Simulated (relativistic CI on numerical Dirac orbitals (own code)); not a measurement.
Method of calculation: Dirac-Coulomb-Breit CI, separate exchange-only KLI orbitals for each configuration, QED by a radiative potential, unscaled Slater integrals (own radial code, finite nucleus).

The strongest absorption lines from the ground level of an ion, among the configurations computed and to levels below about 4760 eV (vacuum wavelength in nm, gf): 0.27684 (0.3), 0.28793 (0.54), 0.33990 (0.32), 0.34450 (0.12), 0.35469 (1.6), 0.37180 (2.1), 0.38012 (0.11), 0.40201 (0.14).

Question: Which ion is it?
A. Sn40+
B. I43+
C. Ag37+
D. Nb31+

Answer: C. Ag37+ has 10 electrons and the ground level 2s2 2p6 1S_0; the strongest line goes to 2s2 2p5 3d 1P°_1. The pattern of lines fixes the number of electrons, and along that sequence the line energies rise steadily with the charge (about as its square where n changes within one kind of shell, about linearly where n is kept but much faster in heavy ions where fine structure, which grows about as Z⁴, sets the gap, and irregularly where shells cross), which fixes Z. Configurations outside the model, such as inner-shell arrays, can give stronger lines. At this charge energies of transitions that change n are usually good to better than 1 %, and those within a shell (Δn = 0) to a few per cent.

LS names give the leading component of a level, which can be under half, so a name can repeat, a term be missing and a line seem to break the LS rules.
